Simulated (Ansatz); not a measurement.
System: sum formula Si2N3H9, net charge 0, singlet state. 
Coordinates optimised at B3LYP-D3(BJ)/def2-TZVP (Ansatz, a program for electronic structure):
SMILES: N[SiH]([SiH2]N)N
```xyz
14

N      1.4188    -1.7102     0.0642
Si     1.5191     0.0216     0.0353
Si    -0.7083     0.7627    -0.0630
N     -1.4295     0.0813     1.3525
N     -1.6184     0.1870    -1.4099
H      0.7130    -2.1353     0.6464
H      2.2497    -2.2810     0.0324
H      2.2477     0.6216     1.1977
H      2.2965     0.4166    -1.1682
H     -0.7853     2.2462    -0.1983
H     -0.9419     0.1060     2.2349
H     -2.4282     0.1506     1.4854
H     -1.7241     0.7754    -2.2212
H     -1.5744    -0.7870    -1.6687
```

Property: atomisation energy (electronic, to ground-state atoms), in kJ/mol. Correlated levels leave the core frozen unless marked. Open shells are spin-unrestricted. Spin-orbit coupling is left out. Non-relativistic. The coupled-cluster limit lacks core correlation, which all-electron functionals hold. Basis-set limits of correlation are two-point, X^-3; Hartree-Fock from the larger set.

```tsv
level	program	atomisation energy (kJ/mol)
HF/cc-pV(Q+d)Z	Ansatz	3249.1
B3LYP-D3(BJ)/def2-TZVPD	Ansatz + dftd3	4700.4
B3LYP/def2-TZVPD	Ansatz	4644.3
PBE0/6-31G*	Ansatz	4494.5
BHLYP-D4/def2-TZVPD	Ansatz + dftd4	4565.6
CAM-B3LYP-D4/def2-TZVPD	Ansatz + dftd4	4711.2
CAM-B3LYP/def2-TZVPD	Ansatz	4683.9
LC-wPBE-D3(BJ)/def2-TZVPD	Ansatz + dftd3	4662.9
B2GP-PLYP-D4/def2-TZVPD	Ansatz + dftd4	4593.9
MP2/CBS(cc-pV(T+d)Z,cc-pV(Q+d)Z)	Ansatz	4707.0
RI-MP2/aug-cc-pV(Q+d)Z	Ansatz	4659.3
RI-MP2/CBS(aug-cc-pV(T+d)Z,aug-cc-pV(Q+d)Z)	Ansatz	4710.0
SCS-MP2/STO-3G	Ansatz	4253.0
CCSD/cc-pV(Q+d)Z	Ansatz	4551.1
CCSD(T)/CBS(cc-pV(T+d)Z,cc-pV(Q+d)Z)	Ansatz	4683.2
```
